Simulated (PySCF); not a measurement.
## Calculated data, B2H2N, CH5BNSi, CH6NSi, AlH3N2Si and others

Computed with PySCF 2.14.0. Calculation on a computer-drawn molecule: the log of a Hartree-Fock and frozen-core CCSD(T) single point meant for a local Hartree-Fock minimum, with one planted fault or none, to be diagnosed. Offsets are logged minus clean, where the clean run is the same molecule without the fault. The reference is restricted for singlets and unrestricted otherwise, and also for a bond in bohr or an excited solution. Adding or removing an electron swaps singlet and doublet. The excited solution moves the top pair (singlet) or top alpha electron (doublet) to the lowest empty orbital. Highest occupied and lowest empty are orbital energies over both spins, largest force is the largest gradient component, triples share is (T) over the correlation energy, the T1 limit is 0.02 restricted and 0.045 unrestricted, electrons count all cores, a negative frequency is imaginary (commonest isotopes), and the dipole is about the centre of nuclear charge.

Common to all runs: logged SCF converged yes; logged CC converged yes; logged SCF stable within its kind yes; possible faults no fault, one electron removed, one electron added, multiplicity raised by two, geometry at a saddle point, SCF held on an excited solution, minimal basis STO-3G, one bond length entered in bohr, all coordinates scaled.

(1) B2H2N

Logged structure:
```xyz
5
B2H2N
B      0.0340    -3.5611     0.8396
B      0.5417    -2.1104     1.4410
N      0.9144    -1.0454     1.8825
H     -0.3276    -4.5947     0.4118
H      1.2206    -0.1706     2.2450
```

| Item | Value |
| --- | --- |
| meant charge | 1 |
| meant multiplicity | 1 |
| meant basis | cc-pVDZ |
| logged electrons | 19 |
| logged basis functions | 52 |
| logged spin squared | 0.7705 |
| logged highest occupied | -8.3405 eV |
| logged lowest empty | 0.80891 eV |
| logged largest force | 0.046258 hartree/bohr |
| logged T1 diagnostic | 0.021132 |
| logged D1 diagnostic | 0.067718 |
| logged triples share | 0.035272 |
| logged dipole magnitude | 0.1867 debye |
| logged energy HF | -104.90879 hartree |
| logged energy CCSD(T) | -105.2434 hartree |
| planted fault | one electron added |
| HF energy offset from clean run | -171.1 kcal/mol |
| CCSD(T) energy offset from clean run | -171.6 kcal/mol |

Drawn bonds:
```
atom  other atom  order
   1           2      1
   2           3      2
   1           4      1
   3           5      1
```

(2) CH5BNSi

Logged structure:
```xyz
9
CH5BNSi
B     -0.9018     0.1145    -0.3689
N      0.1094    -0.5789    -0.3874
C      1.2579    -1.4047    -0.4273
Si     0.9956    -2.9352    -1.5333
H     -1.8657     0.7815    -0.3481
H      2.1219    -0.8422    -0.7930
H      1.5159    -1.7445     0.5814
H      2.2160    -3.7839    -1.5167
H     -0.1759    -3.7187    -1.0716
```

| Quantity | Value |
| --- | --- |
| meant charge | 0 |
| meant multiplicity | 2 |
| meant basis | cc-pV(D+d)Z |
| logged electrons | 36 |
| logged basis functions | 90 |
| logged spin squared | 0 |
| logged highest occupied | -15.184 eV |
| logged lowest empty | -6.89 eV |
| logged largest force | 0.078861 hartree/bohr |
| logged T1 diagnostic | 0.017911 |
| logged D1 diagnostic | 0.060607 |
| logged triples share | 0.033814 |
| logged dipole magnitude | 4.7101 debye |
| logged energy HF | -408.51997 hartree |
| logged energy CCSD(T) | -409.03707 hartree |
| planted fault | one electron removed |
| HF energy offset from clean run | 182 kcal/mol |
| CCSD(T) energy offset from clean run | 189.1 kcal/mol |

Drawn bonds:
```
atom  other atom  order
   1           2      2
   2           3      1
   3           4      1
   1           5      1
   3           6      1
   3           7      1
   4           8      1
   4           9      1
```

(3) CH6NSi

Logged structure:
```xyz
9
CH6NSi
C     -1.0329     0.8195     0.7959
Si    -1.3462    -0.9682     0.5809
N     -1.9312    -1.9075     1.7843
H     -1.2890     1.1625     1.7986
H      0.0242     1.0238     0.5996
H     -1.6183     1.3774     0.0585
H     -1.0942    -1.6679    -0.6740
H     -2.1079    -2.8933     1.6798
H     -2.1563    -1.5772     2.7079
```

| Property | Result |
| --- | --- |
| meant charge | 1 |
| meant multiplicity | 1 |
| meant basis | cc-pV(D+d)Z |
| logged electrons | 31 |
| logged basis functions | 81 |
| logged spin squared | 0.7571 |
| logged highest occupied | -24.613 eV |
| logged lowest empty | -14.161 eV |
| logged largest force | 0.10995 hartree/bohr |
| logged T1 diagnostic | 0.014176 |
| logged D1 diagnostic | 0.062145 |
| logged triples share | 0.023669 |
| logged dipole magnitude | 4.6545 debye |
| logged energy HF | -383.96085 hartree |
| logged energy CCSD(T) | -384.36252 hartree |
| planted fault | one electron removed |
| HF energy offset from clean run | 362.8 kcal/mol |
| CCSD(T) energy offset from clean run | 393.8 kcal/mol |

Drawn bonds:
```
atom  other atom  order
   1           2      1
   2           3      1
   1           4      1
   1           5      1
   1           6      1
   2           7      1
   3           8      1
   3           9      1
```

(4) AlH3N2Si

Logged structure:
```xyz
7
AlH3N2Si
N     -1.1271     1.1145    -0.2561
Al     0.0741     0.7513     0.9519
N      1.1921     0.4323     2.0995
Si     2.2680     0.2757     3.3765
H     -1.7580     1.8935    -0.2225
H     -1.2910     0.5775    -1.0871
H      3.0288    -1.0055     2.9700
```

| Property | Result |
| --- | --- |
| meant charge | 0 |
| meant multiplicity | 1 |
| meant basis | cc-pV(D+d)Z |
| logged electrons | 44 |
| logged basis functions | 89 |
| logged spin squared | 0 |
| logged highest occupied | -6.7458 eV |
| logged lowest empty | 1.3167 eV |
| logged largest force | 3.54e-05 hartree/bohr |
| logged lowest frequency | 74.962 cm⁻¹ |
| logged T1 diagnostic | 0.021876 |
| logged D1 diagnostic | 0.066429 |
| logged triples share | 0.034187 |
| logged dipole magnitude | 7.7688 debye |
| logged energy HF | -641.47923 hartree |
| logged energy CCSD(T) | -642.00496 hartree |
| planted fault | no fault |
| HF energy offset from clean run | 0 kcal/mol |
| CCSD(T) energy offset from clean run | 0 kcal/mol |

Drawn bonds:
```
atom  other atom  order
   1           2      1
   2           3      2
   3           4      1
   1           5      1
   1           6      1
   4           7      1
```

Notes: T1 above single-reference limit.

(5) BClH5NSi

Logged structure:
```xyz
9
BClH5NSi
B     -3.2725    -1.7913     0.4498
N     -2.1198    -1.1428     0.9403
Si    -0.5539    -1.8308     1.1833
Cl    -0.1926    -2.1771     3.1978
H     -4.3017    -1.1813     0.3547
H     -3.2078    -2.9454     0.1268
H     -2.2345    -0.1819     1.2095
H      0.4854    -0.8857     0.7500
H     -0.4791    -3.1176     0.4858
```

| Item | Value |
| --- | --- |
| meant charge | 0 |
| meant multiplicity | 1 |
| meant basis | cc-pV(D+d)Z |
| logged electrons | 48 |
| logged basis functions | 99 |
| logged spin squared | 2.0196 |
| logged highest occupied | -5.2031 eV |
| logged lowest empty | -1.3215 eV |
| logged largest force | 0.1292 hartree/bohr |
| logged T1 diagnostic | 0.014861 |
| logged D1 diagnostic | 0.071091 |
| logged triples share | 0.023196 |
| logged dipole magnitude | 5.5216 debye |
| logged energy HF | -830.39129 hartree |
| logged energy CCSD(T) | -830.9169 hartree |
| planted fault | multiplicity raised by two |
| HF energy offset from clean run | 133.5 kcal/mol |
| CCSD(T) energy offset from clean run | 151.3 kcal/mol |

Drawn bonds:
```
atom  other atom  order
   1           2      1
   2           3      1
   3           4      1
   1           5      1
   1           6      1
   2           7      1
   3           8      1
   3           9      1
```

(6) CH6BNSi

Logged structure:
```xyz
10
CH6BNSi
N     -2.8955     0.5227    -2.3454
C     -2.1345     0.7835    -1.1920
B     -0.9328     0.2901    -0.6706
Si     0.7794    -0.2123     0.2213
H     -3.8805     0.5166    -2.1517
H     -2.6541    -0.3473    -2.7818
H     -2.5257     1.6058    -0.5881
H      1.9594     0.0144    -0.6457
H      0.7888    -1.6325     0.6445
H      0.8928     0.6494     1.4238
```

| Quantity | Value |
| --- | --- |
| meant charge | 0 |
| meant multiplicity | 1 |
| meant basis | cc-pV(D+d)Z |
| logged electrons | 37 |
| logged basis functions | 95 |
| logged spin squared | 0.7642 |
| logged highest occupied | -15.768 eV |
| logged lowest empty | -5.416 eV |
| logged largest force | 0.08063 hartree/bohr |
| logged T1 diagnostic | 0.021884 |
| logged D1 diagnostic | 0.11006 |
| logged triples share | 0.030815 |
| logged dipole magnitude | 3.8857 debye |
| logged energy HF | -409.11662 hartree |
| logged energy CCSD(T) | -409.63529 hartree |
| planted fault | one electron removed |
| HF energy offset from clean run | 149.1 kcal/mol |
| CCSD(T) energy offset from clean run | 168.7 kcal/mol |

Drawn bonds:
```
atom  other atom  order
   1           2      1
   2           3      2
   3           4      1
   1           5      1
   1           6      1
   2           7      1
   4           8      1
   4           9      1
   4          10      1
```

(7) AlBH4NO

Logged structure:
```xyz
8
AlBH4NO
N     -0.3266    -0.4655    -2.4454
Al     0.4951     0.6908    -1.4719
B      1.5240     2.1820    -0.2294
O      0.7610     3.2308     0.0128
H     -1.2584    -0.3636    -2.8146
H      0.0437    -1.3549    -2.7395
H      2.6385     1.9937     0.1428
H      1.1404     3.9215     0.5479
```

| Property | Result |
| --- | --- |
| meant charge | 1 |
| meant multiplicity | 1 |
| meant basis | cc-pV(D+d)Z |
| logged electrons | 36 |
| logged basis functions | 28 |
| logged spin squared | 0 |
| logged highest occupied | -13.986 eV |
| logged lowest empty | 1.3172 eV |
| logged largest force | 0.040776 hartree/bohr |
| logged T1 diagnostic | 0.02532 |
| logged D1 diagnostic | 0.090881 |
| logged triples share | 0.034903 |
| logged dipole magnitude | 0.99915 debye |
| logged energy HF | -393.21752 hartree |
| logged energy CCSD(T) | -393.41882 hartree |
| planted fault | minimal basis STO-3G |
| HF energy offset from clean run | 3052 kcal/mol |
| CCSD(T) energy offset from clean run | 3257 kcal/mol |

Drawn bonds:
```
atom  other atom  order
   1           2      1
   2           3      1
   3           4      1
   1           5      1
   1           6      1
   3           7      1
   4           8      1
```

Notes: T1 above single-reference limit.

(8) CH7N2Si

Logged structure:
```xyz
11
CH7N2Si
N     -1.7097    -0.3660    -0.5574
C     -0.3609    -0.0367    -0.9330
Si     0.4357    -1.0480    -2.2946
N     -0.3739    -2.2637    -3.0347
H     -1.8252    -1.2721    -0.1443
H     -2.3984    -0.2050    -1.2680
H     -0.2956     1.0114    -1.2447
H      0.3050    -0.1027    -0.0657
H      1.7966    -0.8395    -2.7876
H      0.0188    -2.8290    -3.7693
H     -1.3170    -2.5335    -2.8119
```

| Quantity | Value |
| --- | --- |
| meant charge | 1 |
| meant multiplicity | 1 |
| meant basis | cc-pV(D+d)Z |
| logged electrons | 39 |
| logged basis functions | 100 |
| logged spin squared | 0.7627 |
| logged highest occupied | -22.601 eV |
| logged lowest empty | -10.621 eV |
| logged largest force | 0.035039 hartree/bohr |
| logged T1 diagnostic | 0.021658 |
| logged D1 diagnostic | 0.10844 |
| logged triples share | 0.027628 |
| logged dipole magnitude | 2.684 debye |
| logged energy HF | -439.0909 hartree |
| logged energy CCSD(T) | -439.68362 hartree |
| planted fault | one electron removed |
| HF energy offset from clean run | 290.9 kcal/mol |
| CCSD(T) energy offset from clean run | 314 kcal/mol |

Drawn bonds:
```
atom  other atom  order
   1           2      1
   2           3      1
   3           4      1
   1           5      1
   1           6      1
   2           7      1
   2           8      1
   3           9      1
   4          10      1
   4          11      1
```

(9) B2H3OSi

Logged structure:
```xyz
7
B2H3OSi
B      3.1458    -0.3475     1.6652
B      2.6054     0.9852     1.0109
Si     0.5962     0.9898     1.1468
O     -0.1323    -0.1612     1.7942
H      3.7815    -2.2622     2.6159
H      3.2560     1.8565     0.5140
H     -0.1310     2.1566     0.5914
```

| Item | Value |
| --- | --- |
| meant charge | 0 |
| meant multiplicity | 2 |
| meant basis | cc-pV(D+d)Z |
| logged electrons | 35 |
| logged basis functions | 80 |
| logged spin squared | 1.4589 |
| logged highest occupied | -9.5455 eV |
| logged lowest empty | -0.36249 eV |
| logged largest force | 0.028521 hartree/bohr |
| logged T1 diagnostic | 0.075757 |
| logged D1 diagnostic | 0.31602 |
| logged triples share | 0.042851 |
| logged dipole magnitude | 3.9464 debye |
| logged energy HF | -414.69003 hartree |
| logged energy CCSD(T) | -415.17395 hartree |
| planted fault | one bond length entered in bohr, row 4 of the drawn bonds |
| HF energy offset from clean run | 85.38 kcal/mol |
| CCSD(T) energy offset from clean run | 78.73 kcal/mol |

Drawn bonds:
```
atom  other atom  order
   1           2      1
   2           3      1
   3           4      2
   1           5      1
   2           6      1
   3           7      1
```

Notes: T1 above single-reference limit.

(10) BH4NOSi

Logged structure:
```xyz
8
BH4NOSi
N     -1.6542     4.3977     0.5602
B     -1.4456     3.3962    -0.2037
O     -1.2233     2.3221    -1.0221
Si    -0.0473     1.7004    -2.1187
H     -1.8461     5.1852     1.1774
H     -0.5935     0.3752    -2.6406
H      0.1515     2.6910    -3.2669
H      1.2740     1.4850    -1.3794
```

| Item | Value |
| --- | --- |
| meant charge | 0 |
| meant multiplicity | 1 |
| meant basis | cc-pV(D+d)Z |
| logged electrons | 38 |
| logged basis functions | 85 |
| logged spin squared | 0 |
| logged highest occupied | -10.565 eV |
| logged lowest empty | 3.2288 eV |
| logged largest force | 0.032821 hartree/bohr |
| logged T1 diagnostic | 0.015363 |
| logged D1 diagnostic | 0.040279 |
| logged triples share | 0.029502 |
| logged dipole magnitude | 1.7017 debye |
| logged energy HF | -445.34465 hartree |
| logged energy CCSD(T) | -445.92119 hartree |
| planted fault | all coordinates scaled, by +3.7 % |
| HF energy offset from clean run | 7.705 kcal/mol |
| CCSD(T) energy offset from clean run | 1.925 kcal/mol |

Drawn bonds:
```
atom  other atom  order
   1           2      2
   2           3      1
   3           4      1
   1           5      1
   4           6      1
   4           7      1
   4           8      1
```
